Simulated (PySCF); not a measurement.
Ionisation energy of Cd by level of theory

Cd [Kr] 4d10 5s2 (1S) → Cd⁺ [Kr] 4d10 5s1 (2S), as a difference of total energies. All numbers are calculated (PySCF 2.14, scalar relativity by spin-free X2C-1e, in x2c-TZVPall). Correlated levels: valence: [Kr] frozen. The calculations carry no spin-orbit coupling.

| method | ionisation energy (eV) |
| --- | --- |
| UHF | 7.331 |
| r2SCAN | 8.851 |
| PBE0 | 8.765 |
| MP2 (valence) | 8.482 |
| SCS-MP2 (valence) | 8.484 |

Task: How much does correlation contribute at MP2 (valence)?

Result: 8.482 − (7.331) = 1.151 eV, measured against UHF.

Errors of the correlated levels include the incompleteness of this basis and the frozen core.

MP2 underrates the near-degeneracy of ns² with np² in the lower species.

For comparison: 8.994 eV (measured; NIST Atomic Spectra Database, ionization energies).
